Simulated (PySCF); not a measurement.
All values below come from PySCF with PBE-D3(BJ)/def2-TZVP // CAM-B3LYP-D3(BJ)/def2-TZVP. Gas-phase values, no solvent. One relaxed conformer stands for a flexible species; it need not be the lowest. Excitations are Tamm–Dancoff values on a coarser integration grid. The basis has no diffuse functions, so Rydberg states are missing or too high.

Reference species (SMILES): `[OH][Ga]([OH])[OH]` (neutral, multiplicity 1).

- S1 oscillator strength = 0.000
- T1 excitation (TDA) = 5.12 eV
- S1–T1 gap (TDA) = 0.29 eV

Changed species: `[GaH]([OH])[OH]` (H–O–Ga–O torsion 0°, O–Ga–O–H torsion 0°) (1 of 3 OH replaced by H; the reference has 0 of 3 OH replaced by H).

**Question.** Predict the effect on the S1 oscillator strength, T1 excitation (TDA) and S1–T1 gap (TDA).

**Answer.** the S1 oscillator strength is nearly the same; the T1 excitation (TDA) goes up by 0.42 eV, to 5.54 eV; the S1–T1 gap (TDA) increases by 0.16 eV, to 0.45 eV.
